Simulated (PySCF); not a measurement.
C₈H₁₀FP.
SMILES with atom numbers: `[CH3:1][CH:2]([CH3:3])[c:4]1[cH:5][cH:6][cH:7][c:8]([F:9])[p:10]1` (hydrogens: H11, H12, H13 on C1; H14 on C2; H15, H16, H17 on C3; H18 on C5; H19 on C6; H20 on C7)

Geometry (PBE0-D3(BJ)/def2-SVP, Å), atoms numbered from 1 in this order:
```
atom  x, y, z in Å
C1    -2.1585   -1.0759   -0.8941
C2    -1.4348    0.0568   -0.1651
C3    -1.8834    1.4243   -0.6791
C4     0.0751   -0.1121   -0.2333
C5     0.7797   -0.3691    0.9411
C6     2.1608   -0.5536    1.0109
C7     2.9900   -0.4984   -0.1045
C8     2.4891   -0.2537   -1.3744
F9     3.3758   -0.2222   -2.3754
P10    0.8229    0.0207   -1.8153
H11   -1.9230   -1.0637   -1.9707
H12   -1.8632   -2.0590   -0.4977
H13   -3.2495   -0.9737   -0.7856
H14   -1.7047   -0.0058    0.9035
H15   -1.6527    1.5396   -1.7506
H16   -1.3799    2.2396   -0.1385
H17   -2.9706    1.5479   -0.5550
H18    0.2080   -0.4302    1.8737
H19    2.6137   -0.7498    1.9857
H20    4.0691   -0.6479   -0.0054
```

All values: PBE0/pcSseg-1 (PySCF, non-relativistic), on one gas-phase PBE0-D3(BJ)/def2-SVP geometry that isn't relaxed in the solvent. The solvent is an IEF-PCM continuum (van der Waals radii × 1.2). Specific hydrogen bonds and non-electrostatic terms are outside this model.

```
run  E − E(gas) (kcal/mol)  HOMO (eV)  HOMO–LUMO gap (eV)  dipole (D)
gas                   0.00      -7.06                5.42        2.70
  P                  -3.34      -7.10                5.44        3.81
  Q                  -2.82      -7.08                5.43        3.61
```

Task: The runs were made in dichloromethane and dimethylsulfoxide. Which run belongs to which solvent?

Result: P = dimethylsulfoxide, Q = dichloromethane. The dielectric constants are 8.93 (dichloromethane), 46.83 (dimethylsulfoxide), and the energy falls further as ε rises. In this model the ground state sees the solvent through ε alone.

Task: How constant is the ratio of the lowering to (ε − 1)/(2ε + 1)?

Result: 
```tsv
solvent	(ε − 1)/(2ε + 1)	E − E(gas) (kcal/mol)	ratio (kcal/mol)	polarisation term (kcal/mol)
dichloromethane	0.420	-2.82	-6.7	-3.31
dimethylsulfoxide	0.484	-3.34	-6.9	-4.05
```

The ratio changes by +2.7 % in size from dichloromethane to dimethylsulfoxide. The polarisation term is half the interaction of the solute with the induced surface charges.

Hardware: one thread, Arm Neoverse N1 (aarch64) (shared host). Cost: 79 s wall, 1.2 GiB resident at most. This is the whole shielding run at PBE0/pcSseg-1 in dimethylsulfoxide, SCF included.
